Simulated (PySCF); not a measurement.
C₄H₁₀Si₂. Atoms are numbered in the order given.

```xyz
16

C      2.5457     0.0081     0.5402
Si     0.9666    -0.5192    -0.3420
C     -0.2757    -1.3421     0.8054
C     -1.4906    -0.7811     0.9508
C     -1.9557     0.4651     0.2432
Si    -0.5604     1.1762    -0.8604
H      3.0819    -0.8679     0.9378
H      3.2219     0.5374    -0.1485
H      2.3122     0.6799     1.3799
H      1.3249    -1.4120    -1.4919
H     -0.0568    -2.2561     1.3708
H     -2.2214    -1.2484     1.6270
H     -2.8484     0.2364    -0.3659
H     -2.2964     1.2131     0.9806
H     -0.9909     1.2745    -2.2896
H     -0.1561     2.5442    -0.4043
```
Charge 0, spin multiplicity 1.

Geometry optimised at PBE0-D3(BJ)/def2-SVP. The structure was generated by enumeration; whether it is a known compound was not checked. The values are those of a single conformer.

Computed with PBE0-D3(BJ)/def2-SVP (PySCF 2.14.0).

Frequencies are harmonic and unscaled.

| mode | ν (cm⁻¹) | IR (km/mol) | moving atoms (share of kinetic energy) |
|---|---|---|---|
| 1 | 28 | 1.0 | C 48 %, H 44 %, Si 8 % |
| 2 | 144 | 1.0 | C 35 %, H 35 %, Si 31 % |
| 3 | 160 | 0.0 | H 94 % |
| 4 | 164 | 0.5 | C 44 %, H 39 %, Si 18 % |
| 5 | 336 | 6.7 | Si 50 %, C 41 %, H 9 % |
| 6 | 347 | 2.6 | C 50 %, H 44 % |
| 7 | 428 | 3.3 | Si 59 %, H 33 %, C 8 % |
| 8 | 454 | 4.3 | H 56 %, Si 40 % |
| 9 | 549 | 12.6 | H 87 %, C 10 % |
| 10 | 576 | 19.9 | C 61 %, Si 25 %, H 13 % |
| 11 | 645 | 5.0 | H 78 %, C 17 % |
| 12 | 655 | 4.4 | H 52 %, C 38 %, Si 11 % |
| 13 | 673 | 8.9 | H 65 %, C 30 % |
| 14 | 694 | 93.2 | H 70 %, C 17 %, Si 14 % |
| 15 | 719 | 13.4 | H 45 %, C 36 %, Si 19 % |
| 16 | 757 | 59.7 | H 56 %, Si 24 %, C 20 % |
| 17 | 768 | 74.8 | H 68 %, C 24 %, Si 8 % |
| 18 | 837 | 0.2 | H 67 %, C 30 % |
| 19 | 859 | 59.7 | H 46 %, C 37 %, Si 17 % |
| 20 | 894 | 110.7 | H 80 %, C 13 % |
| 21 | 932 | 78.0 | H 85 %, C 11 % |
| 22 | 951 | 13.4 | H 61 %, C 38 % |
| 23 | 1012 | 0.8 | H 83 %, C 17 % |
| 24 | 1120 | 9.9 | H 91 %, C 9 % |
| 25 | 1141 | 6.8 | H 83 %, C 17 % |
| 26 | 1246 | 2.3 | H 55 %, C 45 % |
| 27 | 1257 | 15.2 | H 79 %, C 21 % |
| 28 | 1344 | 2.3 | H 68 %, C 32 % |
| 29 | 1402 | 10.4 | H 91 %, C 9 % |
| 30 | 1429 | 4.7 | H 96 % |
| 31 | 1430 | 4.7 | H 96 % |
| 32 | 1669 | 47.1 | C 94 % |
| 33 | 2198 | 113.4 | H 97 % |
| 34 | 2211 | 92.7 | H 97 % |
| 35 | 2222 | 125.7 | H 96 % |
| 36 | 3056 | 6.9 | H 94 % |
| 37 | 3057 | 3.9 | H 97 % |
| 38 | 3103 | 1.9 | H 91 %, C 9 % |
| 39 | 3132 | 19.5 | H 92 % |
| 40 | 3162 | 1.9 | H 91 %, C 9 % |
| 41 | 3169 | 1.9 | H 91 %, C 9 % |
| 42 | 3177 | 10.3 | H 91 %, C 9 % |
